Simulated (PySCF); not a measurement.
TPSSh on As⁻ (arsenic, charge -1), [Ar] 3d10 4s2 4p4, high-spin 3P determinant. All numbers are calculated (PySCF 2.14, the spin-free X2C one-electron Hamiltonian (Gaussian nucleus), in aug-cc-pVTZ-DK (7s6p4d2f, 59 functions)).

```
cycle= 1 E= -2260.67718496988  delta_E= -0.0103  |g|= 0.116  |ddm|= 0.295
cycle= 2 E= -2260.67828361071  delta_E= -0.0011  |g|= 0.0877  |ddm|= 0.173
cycle= 3 E= -2260.67953519393  delta_E= -0.00125  |g|= 0.00909  |ddm|= 0.062
cycle= 4 E= -2260.67960325997  delta_E= -6.81e-05  |g|= 0.00222  |ddm|= 0.0227
cycle= 5 E= -2260.6796120203  delta_E= -8.76e-06  |g|= 0.000201  |ddm|= 0.0118
cycle= 6 E= -2260.67961213549  delta_E= -1.15e-07  |g|= 2.7e-05  |ddm|= 0.00162
cycle= 7 E= -2260.67961213704  delta_E= -1.55e-09  |g|= 2.83e-06  |ddm|= 0.000197
cycle= 8 E= -2260.67961213704  delta_E= -5e-12  |g|= 1.62e-07  |ddm|= 7.88e-06
converged SCF energy = -2260.67961213704  <S^2> = 2.0080918  2S+1 = 3.0053897
```

Highest occupied orbital energy: 1.421 eV; ⟨L²⟩ = 2.04; populations by l: s 8.00, p 16.00, d 10.00, f 0.00.

Problem. Can this result be used?

Solution. With care. Self-consistency was reached. At TPSSh the highest occupied level has a positive energy, so only the finite basis holds that electron; in a semilocal or global hybrid functional this comes from self-interaction and does not mean that the real anion is unbound.
